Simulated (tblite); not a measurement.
Isomers of C3H8NSSi (doublet state). Computed values, GFN2-xTB/tblite, gas phase, harmonic and unscaled. The method is semi-empirical: single wavenumbers can be off by several per cent or more. Modes of hydrogen on silicon and sulfur can be 10 to 20 % off. One conformer each. Open shells enter through the occupations alone, without spin polarisation, and single modes of such species can be off by tens of per cent.

Electronic energies: GFN2-xTB at the same geometries; isomer energies are rough at this level and their order can be wrong.

```json
{"SMILES": "[H]/N=[C]/[Si@H](S)CC", "electronic energy, lowest = 0 (kJ/mol)": "75.4"}
{"SMILES": "C=CC[N][SiH2]S", "electronic energy, lowest = 0 (kJ/mol)": "0.0"}
{"SMILES": "CC[Si@@H](S)C=[N]", "electronic energy, lowest = 0 (kJ/mol)": "83.7"}
```

**Question.** How do GFN2-xTB zero-point energies change the relative energies?

**Answer.** 
| SMILES | ZPE (kJ/mol) | of it from modes above 1550 cm⁻¹ | electronic (kJ/mol) | with ZPE, lowest = 0 (kJ/mol) | lowest mode (cm⁻¹) | rings |
| --- | --- | --- | --- | --- | --- | --- |
| C=CC[N][SiH2]S | 255.4 | 142.1 | 0.0 | 0.0 | 7 | 0 |
| [H]/N=[C]/[Si@H](S)CC | 263.7 | 149.2 | 75.4 | 83.8 | 32 | 0 |
| CC[Si@@H](S)C=[N] | 260.4 | 146.0 | 83.7 | 88.7 | 49 | 0 |

The zero-point energies span 8.3 kJ/mol, from `C=CC[N][SiH2]S` to `[H]/N=[C]/[Si@H](S)CC`. The order is unchanged.
